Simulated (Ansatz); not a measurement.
Energy difference R1 + R2 → P1 + P2, each structure at its B3LYP-D3(BJ)/def2-TZVP stationary point, reached from a drawn start (curvature not checked).
R1, Cl3Ti (SMILES [Cl][Ti]([Cl])[Cl]) (charge 0, multiplicity 2):
| atom | x (Å) | y (Å) | z (Å) |
|---|---|---|---|
| Ti | 0.0000 | 0.0000 | 0.0000 |
| Cl | 2.2020 | 0.0000 | 0.0000 |
| Cl | -1.1010 | 1.9070 | 0.0000 |
| Cl | -1.1010 | -1.9070 | 0.0000 |
P1, Cl2Ti (SMILES [Cl][Ti][Cl]) (charge 0, multiplicity 3, Z-matrix in Å and degrees):
```
Ti
Cl 1 2.2491
Cl 1 2.2491 2 180.00
```
R2: H atom, charge 0, multiplicity 2.
P2: HCl (SMILES Cl), charge 0, multiplicity 1.

P less R. No zero-point or thermal terms; singlets are restricted closed shells; open shells are unrestricted; no spin–orbit coupling. The spin states of the d-block species are the ones drawn and need not be the lowest.

The values were computed with Ansatz (an electronic-structure program) with Gaussian orbitals. All values are computed, each at the level named.

Task: One of these levels gives -4.65 kcal/mol for the reaction energy. Which one is it?
A) r2SCAN/def2-TZVPPD
B) HF/def2-SVPD
C) wB97X-V/def2-TZVPPD
D) SVWN5/def2-TZVPPD

Result: C, wB97X-V/def2-TZVPPD. The others give -20.33 (HF/def2-SVPD), 7.45 (SVWN5/def2-TZVPPD), 2.73 (r2SCAN/def2-TZVPPD)
